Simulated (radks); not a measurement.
Numerical settings for neutral gold, [Xe] 4f14 5d10 6s1. Calculated with a radial shooting solver on a logarithmic mesh with Libxc functionals: scalar-relativistic Kohn-Sham, r2SCAN, spin-polarised, spherical densities, finite nucleus; open shells are filled with parallel spins first (spin-orbit coupling, left out, can overturn this in heavy ions); meta-GGA in the generalised Kohn-Sham scheme; Fermi nuclear charge, rms radius 5.4371 fm. The defaults (mesh step 0.008 in ln r, mesh end at 40 bohr or more with all orbitals vanishing there, Anderson mixing 0.5 over 9 steps, residual threshold near 1e-9 with the energy settled to 1e-9 hartree or 1e-11 of itself, here a cap of 82 iterations) give E = -19009.803 hartree and 6s at -6.375 eV in 13 iterations. Run on one thread of a shared host, so times are rough (Intel(R) Xeon(R) Platinum 8559C): 0.27 s of CPU time, 0.27 s wall, 13 iterations on 2440 mesh points. Changes against that run (0 stands for a change within the tolerance of the run):

setting                    iterations         converged  E (mhartree)  e(6s) (meV)  CPU (s)
mesh step in ln r 0.012            13               yes      -0.00111            0     0.18
mesh step in ln r 0.02             13               yes       -0.0401            0     0.11
mesh step in ln r 0.05             13               yes         +4.19       -0.102     0.05
mesh end (bohr) 12                 13               yes      +0.00345       +0.366     0.25
mesh end (bohr) 3                  11  level above zero      +1.6e+03    +2.25e+04      0.2
residual threshold 1e-16           82                no             0     -0.00615     0.73
residual threshold 1e-13           30               yes             0     -0.00615     0.41
mixing 1.5                         19               yes             0      -0.0431     0.41
linear mixing, mixing 0.2          62               yes      +0.00225     +0.00799        1
linear mixing, mixing 1             7                no      diverged            -     0.39
mixing history 2                   19               yes             0     +0.00936     0.36
iteration cap 3                     3                no          +417         -395     0.08

Settled on a wrong energy, with an occupied level pushed above zero by the early mesh end: mesh end (bohr) 3 (+1.6 hartree). Apart from these: settings that end as converged yet miss the energy by more than 1 mhartree: mesh step in ln r 0.05 (+0.00419 hartree). A mesh that ends early acts as a hard wall.
